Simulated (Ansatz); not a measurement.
Species: BAsH₃, charge 0, doublet. BAsH3 (SMILES B[AsH], doublet).
B3LYP-D3(BJ)/def2-TZVP minimum from Ansatz (a quantum-chemistry and plane-wave program):
```xyz
5

B     -1.6292    -0.1803    -0.0737
As     0.3699     0.0086    -0.0132
H      0.3740     1.0861     1.0741
H     -2.3335     0.7618     0.1045
H     -2.1025    -1.2296    -0.3755
```
Charge 0, spin multiplicity 2.

Atomisation energy term by term, kcal/mol (programs: Ansatz). UHF or UKS for unpaired electrons; spin-orbit terms are left out. Correlated methods leave the cores frozen (noble-gas shells, and filled d and f shells in the p block). No relativity. CBS(X,Y): correlation extrapolated as X^-3, Hartree-Fock from the larger set. A bracket is a step between two methods taken in the basis named. For partners of very few electrons the exact lower level stands in for a higher one.

| term | basis | kcal/mol |
|---|---|---|
| Hartree-Fock | cc-pVQZ | 234.73 |
| CCSD correlation | CBS(cc-pVTZ,cc-pVQZ) | 72.88 |
| (T) | CBS(cc-pVTZ,cc-pVQZ) | 3.57 |
| CCSDT(Q) - CCSD(T) | cc-pVTZ | 0.37 |
| CCSDTQ - CCSDT(Q) | cc-pVDZ | -0.01 |
| sum: De |  | 311.5 |

The step beyond CCSD(T) by other levels: CCSDTQ in cc-pVDZ 0.43; CCSDT(Q) in cc-pVDZ 0.44 kcal/mol.
